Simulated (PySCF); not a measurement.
# What a mistake does to a calculation on BFH3OSi cation

These are calculations, not measurements. They come from PySCF 2.14.0, an open-source quantum chemistry program, on an isolated molecule that a program drew, which may never have been made. The molecule is BFH3OSi cation (charge +1, singlet), drawn as the SMILES string `[BH+]O[SiH2]F`.

Each row is a Hartree-Fock (HF) and frozen-core CCSD(T) single point in the cc-pV(D+d)Z basis, meant for a local HF minimum. Run 1 is clean. Each other run has one planted mistake out of seven kinds, and not every kind appears here: one electron removed, one electron added, multiplicity raised by two, geometry at a saddle point, minimal basis STO-3G, one bond length entered in bohr, all coordinates scaled. The reference is restricted for singlets and unrestricted otherwise, and also for a bond in bohr. Adding or removing an electron swaps singlet and doublet. Electrons count all cores. HOMO and LUMO are orbital energies over both spins, the gradient is its largest component, and the lowest frequency (negative if imaginary) is given only where the gradient is small. Bond lengths are over the 6 bonds as drawn. T1 is the CCSD diagnostic: over 0.02 (restricted) or 0.045 (unrestricted) a single reference is doubtful.

Geometry of the clean run:
```xyz
7
BFH3OSi cation, angstrom
B    -1.4014   -0.0872    1.8567
O    -0.9369    0.1594    0.7598
Si   -0.0771    0.6779   -0.7280
F     1.0049    1.6453   -0.1060
H    -1.8552   -0.3304    2.9069
H     0.4912   -0.5592   -1.2289
H    -1.1030    1.3811   -1.4744
```

```
run,electrons,basis functions,<S^2>,HOMO (eV),LUMO (eV),gradient (hartree/bohr),lowest frequency (cm^-1),mean bond (Å),longest bond (Å),T1,HF (hartree),CCSD(T) (hartree),mistake
1,38,80,0.000,-18.94,-2.97,3.1e-05,108,1.4435,1.795,0.0161,-489.54263,-490.10476,no fault
2,38,80,0.000,-18.45,-3.20,9.1e-02,-,1.5734,1.956,0.0206,-489.49019,-490.07044,all coordinates scaled
3,38,80,0.000,-18.11,-6.13,3.9e-02,-,1.7097,3.392,0.0199,-489.45340,-490.02842,one bond length entered in bohr
4,37,80,0.802,-27.56,-16.92,1.3e-01,-,1.4435,1.795,0.0324,-488.88370,-489.43231,one electron removed
5,39,80,0.764,-4.60,2.99,1.8e-01,-,1.4435,1.795,0.0211,-489.67990,-490.25240,?
6,38,27,0.000,-16.87,1.01,3.6e-02,-,1.4435,1.795,0.0215,-483.51823,-483.71179,?
```

**Which mistake was planted in run 5, and what did it cost?**

It counts 39 electrons, one more than the clean run, at the same geometry and basis. So the mistake is: one electron added. Subtracting run 1 and multiplying by 627.51 kcal/mol a hartree, the energy moved by -86.1 kcal/mol in HF and -92.6 kcal/mol in CCSD(T).

**Which mistake was planted in run 6, and what did it cost?**

It has 27 basis functions where the clean run has 80, with the same electrons and geometry. So the mistake is: minimal basis STO-3G. Subtracting run 1 and multiplying by 627.51 kcal/mol a hartree, the energy moved by 3780.4 kcal/mol in HF and 4011.6 kcal/mol in CCSD(T).

Cautions from the logs. Run 2: T1 is over the limit, so its CCSD(T) energy is less reliable; run 6: T1 is over the limit, so its CCSD(T) energy is less reliable.
